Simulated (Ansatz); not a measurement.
Start from `CBBOC` and change one atom or group to get `COBC=O`.

Ansatz, PBE0-D4/def2-TZVP geometries, multiplicity 1. Each molecule was computed in one conformer, which needn't be the lowest.

```csv
property,`CBBOC`
HOMO energy (PBE0/def2-TZVPP) / eV,-7.33
HOMO–LUMO gap (PBE/def2-TZVPP) / eV,3.74
size of the dipole moment (ωB97M-V/def2-TZVPP) / D,1.91
zero-point energy (PBE0-D4/def2-TZVP) / kJ/mol,271.9
HOMO–LUMO gap (ωB97M-V/def2-TZVPP) / eV,10.33
HOMO energy (ωB97M-V/def2-TZVPP) / eV,-9.61
```

Question: Give the same properties after the change, and the shifts. (An estimate is asked.)

Answer: The calculation gave: 
```
                                          property  `COBC=O`  shift
                HOMO energy (PBE0/def2-TZVPP) / eV     -6.95   0.38
               HOMO–LUMO gap (PBE/def2-TZVPP) / eV      2.16  -1.58
size of the dipole moment (ωB97M-V/def2-TZVPP) / D      3.98   2.07
    zero-point energy (PBE0-D4/def2-TZVP) / kJ/mol     194.7  -77.2
           HOMO–LUMO gap (ωB97M-V/def2-TZVPP) / eV      9.43  -0.90
             HOMO energy (ωB97M-V/def2-TZVPP) / eV     -9.34   0.27
```

With PBE0 the HOMO rises by 0.38 eV and the LUMO falls by 0.87 eV, so the gap narrows by about 1.25 eV. PBE moves the HOMO by 0.63 eV and ωB97M-V by 0.27 eV. The zero-point energy changes by -77.2 kJ/mol with -9 modes. Dipoles are sizes alone; their direction can turn.
